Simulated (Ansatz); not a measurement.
Consider the cleavage of the Si–Si bond: `N[SiH](O)[Si](N)(O)O` + `N[SiH](N)F` → `N[Si@H](O)N[Si@@H](N)F` + `N[SiH](O)O`.

Calculated with Ansatz (gas phase, PBE0-D4/def2-TZVP geometries, no zero-point term in ΔE). CCSD(T)/CBS adds triple-zeta CCSD(T) − MP2 to the extrapolated MP2 energy (def2 sets, frozen cores). This one scheme is used for every species. DFT in def2-TZVPP. B3LYP here is the variant with VWN-RPA as its local correlation; programs differ in this. One conformer a species, not always the lowest.

```json
{"level": "r2SCAN-D4", "ΔE (kcal/mol)": "-23.2"}
{"level": "PBE0-D4", "ΔE (kcal/mol)": "-21.1"}
{"level": "B3LYP-D4", "ΔE (kcal/mol)": "-22.7"}
{"level": "ωB97X-V", "ΔE (kcal/mol)": "-22.6"}
{"level": "PBE", "ΔE (kcal/mol)": "-18.9"}
{"level": "PBE0", "ΔE (kcal/mol)": "-20.9"}
{"level": "B3LYP", "ΔE (kcal/mol)": "-22.3"}
{"level": "MP2/CBS(def2)", "ΔE (kcal/mol)": "-25.4"}
```

Q: What does CCSD(T)/CBS give? (Estimate.)

A: The calculation gave: -24.1 kcal/mol. The listed levels differ from it by 0.9, 3.0, 1.4, 1.5, 5.2, 3.2, 1.8, -1.3 kcal/mol.

Largest T1 diagnostic among the species: 0.012.

From PBE to PBE0 (25 % exact exchange), in def2-TZVPP and without D4, ΔE moves by −2.0 kcal/mol.
